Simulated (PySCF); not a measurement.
**State search for RbI**

Unrestricted PBE0; PySCF, spin-free X2C with a Gaussian nucleus, basis sets Rb x2c-TZVPall, I x2c-TZVPall. Outer shells of the fragments: Rb 5s1; I 4d10 5s2 5p5.

Followed along the bond (rough minima from three points):

```csv
2Ms+1,unpaired,⟨S²⟩ at the start,R at minimum (Å),Te (eV)
1,none,0.00,3.18,0.00
3,"σ ↑, π ↑",2.00,none in the scan,≤ 3.56
```

Solutions found at the starting distance of 3.370 Å, counted from the lowest of them; the search is not exhaustive and high or unbound solutions are not listed, so other states can lie among these:

```
2Ms+1  unpaired   term  E (eV)  ⟨S²⟩  ⟨Lz²⟩   μ (D)
    1      none    ¹Σ⁺    0.00  0.00   0.00  -11.96
    3  σ ↑, π ↑     ³Π    3.61  2.00   1.01    2.23
    1  σ ↑, π ↓  mixed    3.62  1.00   1.01    2.47
    3      σ ↑↑    ³Σ⁺    3.78  2.00   0.00    2.33
    3      π ↑↑  mixed    4.75  2.00   2.01    1.37
    3      π ↑↑  mixed    4.81  2.00   2.01    2.54
    3  σ ↑, π ↑     ³Π    5.03  2.00   1.00    2.46
```

A term symbol is given only where ⟨S²⟩ and ⟨Lz²⟩ are close to those of a pure state; real π, δ and φ orbitals otherwise mix terms. A positive dipole means Rb(−)I(+).

The measured ground state is X ¹Σ+ (Huber and Herzberg, Constants of Diatomic Molecules (1979)).

Spin–orbit coupling is left out. Counting both spins, an empty level lies below a filled one in some of these solutions, because spin and occupation are held.
